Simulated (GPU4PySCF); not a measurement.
Computed shifts of a molecule C₁₀H₁₆S, GPU4PySCF with PBE/pcSseg-1, GIAO, gas phase, atoms alike by connectivity averaged where their shifts nearly agree, in ppm (number of nuclei): ¹³C: 147.3 (1), 130.4 (1), 128.7 (1), 123.1 (1), 39.4 (1), 37.0 (1), 36.0 (1), 35.2 (1), 29.7 (1), 17.5 (1). ¹H: 7.04 (1), 6.99 (1), 6.64 (1), 2.86 (1), 2.44 (1), 1.88 (1), 1.61 (1), 1.58 (1), 1.42 (1), 1.41 (1), 1.32 (2), 1.09 (3), 0.97 (1). References: ¹³C against TMS (σ = 182.0 ppm); ³³S against H2S (σ = 706.5 ppm); ¹H against TMS (σ = 31.49 ppm), references at their B3LYP-D3(BJ)/def2-TZVP geometries, non-relativistic (references run with PySCF on processors). Geometry: PBE0-D3(BJ)/def2-TZVP. The values are those of a single conformer.

### Question
Pick the molecule that these values belong to.
(A) CCCCCCc1ccsc1
(B) CCc1csc(C(C)(C)C)c1
(C) CCc1sccc1C(C)(C)C
(D) CCc1ccc(C(C)(C)C)s1

### Answer
A, CCCCCCc1ccsc1
